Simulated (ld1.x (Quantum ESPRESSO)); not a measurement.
# Which change was made? (Sb, RRKJ)

Sb (Z = 51), norm-conserving RRKJ (Kleinman–Bylander form), made with ld1.x (Quantum ESPRESSO) 7.5 (PBE, scalar-relativistic). Core [Kr], reference 4d10 5s1.75 5p3.25. Waves: 5s (bound): rc 2.10 bohr; 4d (bound): rc 1.40 bohr; 5p (bound): rc 2.25 bohr. Local part: the p channel. Core correction: none. rho0 = 0.001.

Cutoffs, loose and tight: the cutoffs (Ry, on a coarse ladder) from which the occupation-weighted sum of valence levels, in a spherical-Bessel basis at the reference potential, stays within 10 and 1 mRy of its value at 400 Ry. They do not see the model core or the augmentation charge, which bear on the density cutoff. Test errors are all-electron minus pseudo excitation energies from the reference, over the configurations 4d10 5s2 5p3; 4d10 5s2 5p2; 4d10 5s2 5p1; 4d10 5s1 5p0; 4d10 5s0 5p5; 4d9 5s2 5p3; 4d10 5s2 5p0; variants that change the core or the reference have their own tests.

The base gives: outcome: generated; cutoff, loose: 80 Ry; cutoff, tight: 90 Ry; bound ghosts: none; largest test error (meV): -326.

Task: After one change the result is: outcome: generated; cutoff, loose: 55 Ry; cutoff, tight: 80 Ry; bound ghosts: none; largest test error (meV): -74. Which change was it?
A. wave 4d (bound): rc 1.40 bohr becomes 4d (bound): rc 1.86 bohr
B. wave 4d (bound): rc 1.40 bohr becomes 4d (bound): rc 0.90 bohr
C. wave 4d (bound): rc 1.40 bohr becomes 4d (bound): rc 1.66 bohr

Result: A. The others give: wave 4d (bound): rc 1.40 bohr becomes 4d (bound): rc 0.90 bohr → outcome: generated; cutoff, loose: 200 Ry; cutoff, tight: over 300 Ry; bound ghosts: none; largest test error (meV): -364 | wave 4d (bound): rc 1.40 bohr becomes 4d (bound): rc 1.66 bohr → outcome: generated; cutoff, loose: 60 Ry; cutoff, tight: 90 Ry; bound ghosts: none; largest test error (meV): -212.
